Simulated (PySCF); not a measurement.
C7H12BF.
Z-matrix (Å and degrees, PBE0-D3(BJ)/def2-SVP geometry), rows numbered from 1:
```
C 
C   1  1.4978
C   2  1.3345  1  121.38
F   3  1.3374  2  122.77  1    -0.38
C   2  1.4987  1  118.16  3  -179.13
B   5  1.5767  2  119.88  1    58.61
C   6  1.5638  5  107.42  2  -146.02
C   7  1.5352  6  104.77  5   -10.08
C   8  1.5297  7  104.96  6    29.73
H   1  1.1034  2  110.44  3   117.11
H   1  1.0974  2  111.59  3    -3.42
H   1  1.1021  2  111.22  3  -124.33
H   3  1.0941  2  124.69  1  -179.86
H   5  1.1174  2  108.76  1   170.49
H   6  1.2096  5  125.62  2    33.77
H   7  1.1143  6  101.51  5   103.95
H   7  1.1004  6  118.52  5  -141.47
H   8  1.1043  7  109.28  6   -87.49
H   8  1.1014  7  113.95  6   153.52
H   9  1.1015  5  112.82  2   -69.91
H   9  1.1044  5  109.28  2    48.47
```

All values: PBE0/pcSseg-1 (PySCF, non-relativistic), on one gas-phase PBE0-D3(BJ)/def2-SVP geometry that isn't relaxed in the solvent. The solvent is an IEF-PCM continuum (van der Waals radii × 1.2). Only the electrostatic response of the medium enters.

```csv
run,E − E(gas) (kcal/mol),HOMO (eV),HOMO–LUMO gap (eV),dipole (D)
gas,0.00,-6.64,5.74,1.93
P,-1.31,-6.62,5.84,2.16
Q,-2.55,-6.63,5.93,2.38
```

Question: The runs were made in benzene and dichloromethane. Which run belongs to which solvent?

Answer: P = benzene, Q = dichloromethane. The dielectric constants are 2.271 (benzene), 8.93 (dichloromethane), and the energy falls further as ε rises. In this model the ground state sees the solvent through ε alone.

Question: How constant is the ratio of the lowering to (ε − 1)/(2ε + 1)?

Answer: 
```tsv
solvent	(ε − 1)/(2ε + 1)	E − E(gas) (kcal/mol)	ratio (kcal/mol)	polarisation term (kcal/mol)
benzene	0.229	-1.31	-5.7	-1.39
dichloromethane	0.420	-2.55	-6.1	-2.85
```

The ratio changes by +6.3 % in size from benzene to dichloromethane. The polarisation term is half the interaction of the solute with the induced surface charges.
